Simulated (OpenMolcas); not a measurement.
W5+ (d1) among equal point charges was computed by CASSCF with the d shell active (OpenMolcas, ANO-RCC-VDZP on the metal). Its lowest spin-free states, and all those of the highest spin:

| 2S+1 | Degeneracy | E (cm-1) |
| --- | --- | --- |
| 2 | 1 | 0.0 |
| 2 | 2 | 5112 |
| 2 | 1 | 18637 |
| 2 | 1 | 29484 |

Problem. Is the site octahedral, tetrahedral or cube-like, axial, or of lower symmetry?

Solution. The states with 2S+1 = 2 have orbital degeneracies 1, 2, 1, 1. There are pairs but no triples, so the site is axial: not cubic, but with a proper or improper axis of order three or more. The run had W5+ among 4 point charges of -1.6 e arranged as a square (D4h), 1.96 Å from the ion.

Spin-orbit coupling mixes the spin-free states strongly: the lowest level takes only 67 % from its leading state, 2A1. This is an electrostatic model: the charges have no orbitals. No measured value stands beside these numbers.
